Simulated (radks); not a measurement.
Q: Mo IV, 39 electrons, occupied as [Kr] 4d3. Method: Dirac Kohn-Sham, relativistic LDA (MacDonald-Vosko exchange, VWN5 correlation), spin-unpolarised, spherical densities, finite nucleus; open shells fill j = l - 1/2 first; Fermi nuclear charge, rms radius 4.4091 fm; computed with a radial shooting solver on a logarithmic mesh with Libxc functionals.

Spin-orbit splittings of the eigenvalues, e(l+1/2) - e(l-1/2), with zeta = 2 splitting/(2l+1) and mean radii in bohr:

| shell | occ. | splitting (eV) | zeta (eV) | <r> j=l-1/2 | <r> j=l+1/2 |
|---|---|---|---|---|---|
| 2p | 6 | 105.7 | 70.45 | 0.1310 | 0.1356 |
| 3p | 6 | ? | ? | 0.4242 | 0.4348 |
| 3d | 10 | 3.318 | 1.327 | 0.4135 | 0.4170 |
| 4p | 6 | 2.612 | 1.742 | 1.193 | 1.221 |
| 4d | 3 | 0.2890 | 0.1156 | 1.604 | 1.616 |

Estimate the 3p splitting.

A: 17.44 eV (zeta = 11.62 eV).
